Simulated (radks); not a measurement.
Question: The mean radii <r> (bohr) of the occupied orbitals of an atom or ion are listed with their occupations. Method: scalar-relativistic Kohn-Sham, LDA (Slater exchange, Perdew-Wang correlation), spin-unpolarised, spherical densities, point nucleus; computed with a radial shooting solver on a logarithmic mesh with Libxc functionals.

| orbital | occ. | <r> |
|---|---|---|
| 1s | 1 | 0.7951 |

Name the element and its charge.

Answer: Z = 2, helium, charge +1: He+ in 1s1. The 1s radius gives Z: for a bare nucleus <r> = (2 gamma + 1)/(2Z) with gamma = sqrt(1 - (Z/c)^2), 0.7499 bohr for Z = 2, and the self-interaction of the functional makes it slightly larger (0.7951 here). The occupations add up to 1, and the charge is Z minus that.
